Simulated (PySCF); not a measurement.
VOF, SMILES [F][V]=[O] (connectivity only; charge and spin as stated), neutral, multiplicity 3. Geometry optimised at PBE-D3(BJ)/def2-TZVP. The spin state was assumed, not searched.

The numbers are results of PBE-D3(BJ)/def2-TZVP run with PySCF, not measurements.

Harmonic wavenumbers (cm⁻¹): 173, 669, 1033. Rotational constants (GHz): 40.92, 6.355, 5.501; symmetry number 1.

Question: Work out the zero-point energy and the ideal-gas rigid-rotor harmonic-oscillator thermochemistry at 298.15 K and 1 atm.

Answer: ZPE = ½ Σ hcν = ½ × 1875 cm⁻¹ = 11.22 kJ/mol. H − E(el) = 23.13 kJ/mol. Entropy in J/(mol K): translation 164.29, rotation 95.96, vibration 11.84, spin 9.13, total 281.22. G − E(el) = -60.71 kJ/mol. Cp = 46.26 J/(mol K).
